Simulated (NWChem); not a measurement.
System: HSF2 cation; SMILES F[SH+]F

Excerpt of the output:

```
             Northwest Computational Chemistry Package (NWChem) 7.3.0
             --------------------------------------------------------

                             Geometry "geometry" -> ""
                             -------------------------

 Output coordinates in angstroms (scale by  1.889725989 to convert to a.u.)

  No.       Tag          Charge          X              Y              Z
 ---- ---------------- ---------- -------------- -------------- --------------
    1 F                    9.0000    -0.48909700    -0.02204400    -1.20294000
    2 S                   16.0000     0.48272300    -0.03166800     0.00000000
    3 F                    9.0000    -0.48909700    -0.02204400     1.20294000
    4 H                    1.0000     0.74236200     1.32297300     0.00000000

 Effective nuclear repulsion energy (a.u.)     126.8632086253

                                 NWChem DFT Module
                                 -----------------

 Summary of "ao basis" -> "ao basis" (spherical)
 ------------------------------------------------------------------------------
       Tag                 Description            Shells   Functions and Types
 ---------------- ------------------------------  ------  ---------------------
 F                          6-311g**                 8       18   4s3p1d
 S                          6-311g**                12       26   6s5p1d
 H                          6-311g**                 4        6   3s1p

            General Information
            -------------------
          SCF calculation type: DFT
          Wavefunction type:  closed shell.
          No. of atoms     :     4
          No. of electrons :    34
           Alpha electrons :    17
            Beta electrons :    17
          Charge           :     1
          Spin multiplicity:     1
          Use of symmetry is: off; symmetry adaption is: off
          Maximum number of iterations: 150
          AO basis - number of functions:    68
                     number of shells:    32
          Convergence on energy requested:  1.00D-06
          Convergence on density requested:  1.00D-05
          Convergence on gradient requested:  5.00D-04

              XC Information
              --------------
                         B3LYP Method XC Potential
                     Hartree-Fock (Exact) Exchange  0.200
                        Slater Exchange Functional  0.800 local
                    Becke 1988 Exchange Functional  0.720 non-local
              Lee-Yang-Parr Correlation Functional  0.810
                  VWN I RPA Correlation Functional  0.190 local

[...]

                                NWChem TDDFT Module
                                -------------------

            General Information
            -------------------
           No. of orbitals :     136
            Alpha orbitals :      68
             Beta orbitals :      68
        Alpha frozen cores :       0
         Beta frozen cores :       0
     Alpha frozen virtuals :       0
      Beta frozen virtuals :       0
         Spin multiplicity :       1
    Number of AO functions :      68
        Use of symmetry is : off
      Symmetry adaption is : off
         Schwarz screening :  0.10D-07

              XC Information
              --------------
                  B3LYP Method XC Potential
              Hartree-Fock (Exact) Exchange   0.20
                 Slater Exchange Functional   0.80 local
             Becke 1988 Exchange Functional   0.72 non-local
       Lee-Yang-Parr Correlation Functional   0.81
           VWN I RPA Correlation Functional   0.19 local

             TDDFT Information
             -----------------
          Calculation type : Tamm-Dancoff TDDFT
         Wavefunction type : Restricted singlets
          No. of electrons :      34
           Alpha electrons :      17
            Beta electrons :      17
              No. of roots :       6
          Max subspacesize :    5200
            Max iterations :     100
               Target root :       1
           Target symmetry : none
             Energy Cutoff :-0.85D+02
      Symmetry restriction : off
                 Algorithm : Optimal
        Davidson threshold :  0.10D-03

    6 smallest eigenvalue differences (eV)
--------------------------------------------------------
  No. Spin  Occ  Vir  Irrep   E(Occ)    E(Vir)   E(Diff)
--------------------------------------------------------
    1    1    1   18 a       -89.371    -0.356  2422.221
    2    1    1   19 a       -89.371    -0.343  2422.599
    3    1    1   20 a       -89.371    -0.251  2425.085
    4    1    1   21 a       -89.371    -0.079  2429.780
    5    1    1   22 a       -89.371    -0.056  2430.404
    6    1    1   23 a       -89.371    -0.043  2430.747
--------------------------------------------------------

  Entering Davidson iterations
  Restricted singlet excited states

  Iter   NTrls   NConv    DeltaV     DeltaE      Time
  ----  ------  ------  ---------  ---------  ---------
    1      6       0     0.14E+00   0.10+100        1.9
    2     12       0     0.17E-01   0.25E-02        1.8
    3     18       1     0.12E-02   0.87E-04        1.9
    4     23       6     0.56E-04   0.11E-06        1.7
  ----  ------  ------  ---------  ---------  ---------
  Convergence criterion met

  Ground state a        -598.137110978640 a.u.

  ----------------------------------------------------------------------------
  Root   1 singlet a             88.906754161 a.u.             2419.2769 eV
  ----------------------------------------------------------------------------
     Transition Moments    X -0.00000   Y  0.00000   Z  0.01154
     Dipole Oscillator Strength                    0.0078934375
     Electric Quadrupole                           0.0004179243
     Magnetic Dipole                               0.0006989082
     Total Oscillator Strength                     0.0090102700

[...]
```

Level: B3LYP/6-311G** (spherical d), restricted-window TDA. Geometry: optimised at PBE0/def2-SVP. The quadrupole and magnetic terms of the printed total strengths depend on the origin.

Task: Which NWChem input produces such a log?

Result: This is not unique; one that fits is the input that was run:
```
start job
memory heap 200 mb stack 900 mb global 1100 mb
charge 1
geometry units angstroms noautosym nocenter noautoz
  F     -0.489097    -0.022044    -1.202940
  S      0.482723    -0.031668     0.000000
  F     -0.489097    -0.022044     1.202940
  H      0.742362     1.322973     0.000000
end
basis spherical
  * library 6-311g**
end
dft
  xc b3lyp
  iterations 150
end
tddft
  cis
  ecut -85.0
  nroots 6
  notriplet
end
task tddft energy
```
